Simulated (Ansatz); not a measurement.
Correlation energies of `[Cl][Ga][Br]` radical by basis set

Z-matrix (Å, degrees):
```
Ga
Cl 1 2.161
Br 1 2.313 2 119.3
```

The species carries charge 0 and has multiplicity 2. Correlated methods include outer-core shells of Br, Ga, which these sets cover unevenly. Scalar relativity is left out up to krypton. Geometry: relaxed with PBE0-D4/def2-TZVP. Frozen core, unrestricted reference, Ansatz.

| basis | HF (Eh) | MP2 corr. |
| --- | --- | --- |
| def2-SVP | -4954.55909 | -0.54546 |
| def2-TZVPP | -4955.28267 | -0.65201 |
| def2-QZVPP | -4955.38450 | -1.23508 |

(1) Estimate the CCSD correlation energy and the (T) correction in each basis where they were run (hartree).

Results:

(1) 
| basis | CCSD corr. | (T) |
| --- | --- | --- |
| def2-SVP | -0.54967 | -0.01506 |
| def2-TZVPP | -0.66764 | -0.02741 |
| def2-QZVPP | -1.20812 | -0.03759 |
